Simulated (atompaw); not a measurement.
Scattering properties, PAW (atompaw) potential for O

```json
{"Element": "oxygen (O)", "Generator": "atompaw 4.2.0.5", "Type": "PAW", "Functional": "PBE", "Relativity": "scalar-relativistic", "Frozen core": "[He]", "Valence charge": "6", "Reference configuration": "2s2 2p3 (charge +1)", "Partial waves": "2s (bound): rc 1.30 bohr; 2s channel at -1.65 Ry: rc 1.30 bohr; 2p (bound): rc 1.30 bohr; 2p channel at -1.4 Ry: rc 1.30 bohr; 3d channel at 0.35 Ry: rc 1.30 bohr; 3d channel at 0.75 Ry: rc 1.25 bohr", "Local potential": "vpsmatchnc scheme with l = 3 at 0.5 Ry, radius 1.15 bohr", "Core correction": "smooth core density matched at 1.30 bohr", "Augmentation charge": "sinc compensation charge, radius 1.05 bohr; PAW radius 1.30 bohr; waves and projectors: custom polynom vanderbiltortho"}
```

The phase is arctan(r·u′/u) with u = r·R(r), unwrapped; energies in Ry, scanned from -5 to 5 Ry. A pole is an energy at which the radial function vanishes at the test radius. The pseudo phase is shifted by a multiple of π to meet the all-electron one at the reference energy, and phase errors are pseudo minus all-electron; the curves can meet again beyond the range given. Levels narrower than the energy grid can be missing from the lists of poles.

Problem. For each channel, where are the poles, and over which energies does the pseudopotential scatter like the atom?

Solution.

| channel | radius (bohr) | reference energy (Ry) | poles, all-electron | poles, pseudo | unbroken range about the reference energy with phases within 0.05 rad | phase error 1 Ry above the reference energy (rad) |
| --- | --- | --- | --- | --- | --- | --- |
| s | 1.30 | -2.92 | 0.23 | 0.23 | the whole range | +0.000 |
| p | 1.30 | -1.80 | 0.65 | 0.65 | the whole range | +0.000 |
| d | 1.30 | 0.35 | none | 4.07 | below 3.6 | -0.000 |

Phases in the s channel:

```csv
E (Ry),all-electron,pseudo
-5.00,0.758,0.759
-4.52,0.539,0.539
-4.04,0.188,0.188
-3.56,-0.290,-0.290
-3.08,-0.734,-0.734
-2.60,-1.033,-1.033
-2.12,-1.219,-1.219
-1.64,-1.340,-1.340
-1.16,-1.425,-1.425
-0.68,-1.486,-1.486
-0.20,-1.535,-1.535
0.28,-1.574,-1.574
0.76,-1.607,-1.607
1.24,-1.637,-1.637
1.72,-1.663,-1.663
2.20,-1.688,-1.688
2.68,-1.712,-1.712
3.16,-1.735,-1.735
3.64,-1.759,-1.759
4.12,-1.783,-1.784
4.60,-1.809,-1.810
```
